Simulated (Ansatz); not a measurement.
Geometry optimisation, Ansatz 0.2.0, RKS B3LYP/def2-SVP.

input.yaml

```yaml
crystal:
  periodic: [false, false, false]
  atoms:
    - { symbol: Si, position_ang: [0.268782, 0.078448, -0.100199] }
    - { symbol: Cl, position_ang: [0.302775, 0.03776, 2.006157] }
    - { symbol: Cl, position_ang: [2.252734, 0.00242, -0.658257] }
    - { symbol: Cl, position_ang: [-0.469668, 1.832865, -0.84565] }
    - { symbol: Cl, position_ang: [-0.596884, -1.603514, -0.895037] }
    - { symbol: S, position_ang: [-2.938871, 0.166969, 0.955407] }
    - { symbol: H, position_ang: [-3.408633, -1.060797, 0.614097] }
    - { symbol: H, position_ang: [-2.246636, -0.32695, 2.039781] }
basis:
  gaussian: { orbitals: def2-SVP }
hamiltonian:
  xc: b3lyp
relax:
  f_tol: 0.03
  max_steps: 50
```

Launched with:

```bash
$ ansatz run input.yaml --threads 4 --pin off --max-ram 5120MiB --backend cpu --events-out ev --progress --plain --runs-dir out
```

Question: Where does it end, and by what steps?

Answer: The run converged. The force dipped under the threshold on the way, but the program's further checks kept it going. After 15 steps the energy has fallen by 0.274 eV; S6 moved furthest, 0.86 Å.

| step | energy less start (eV) | largest force component (eV/Å) | accepted |
| --- | --- | --- | --- |
| 0 | 0.0000 | 0.689 | yes |
| 1 | -0.1524 | 0.440 | yes |
| 2 | -0.2219 | 0.824 | yes |
| 3 | -0.2531 | 0.447 | yes |
| 4 | -0.2623 | 0.276 | yes |
| 5 | -0.2662 | 0.075 | yes |
| 6 | -0.2673 | 0.046 | yes |
| 7 | -0.2688 | 0.260 | yes |
| 8 | -0.2708 | 0.192 | yes |
| 9 | -0.2725 | 0.065 | yes |
| 10 | -0.2730 | 0.065 | yes |
| 11 | -0.2735 | 0.011 | yes |
| 12 | -0.2732 | 0.139 | no |
| 13 | -0.2737 | 0.041 | yes |
| 14 | -0.2732 | 0.111 | no |
| 15 | -0.2739 | 0.002 | yes |

```xyz
8
Properties=species:S:1:pos:R:3
Si 0.539 0.074 -0.184
Cl 0.475 0.024 1.869
Cl 2.492 -0.036 -0.792
Cl -0.297 1.811 -0.864
Cl -0.488 -1.539 -0.932
S -3.689 -0.028 1.327
H -3.246 -1.035 0.542
H -2.623 -0.143 2.151
```

Whether the end is a true minimum wasn't checked by a vibrational analysis.

Run time: 34 s on 4 threads of Arm Neoverse V1, on a shared host, peak memory 0.34 GiB.
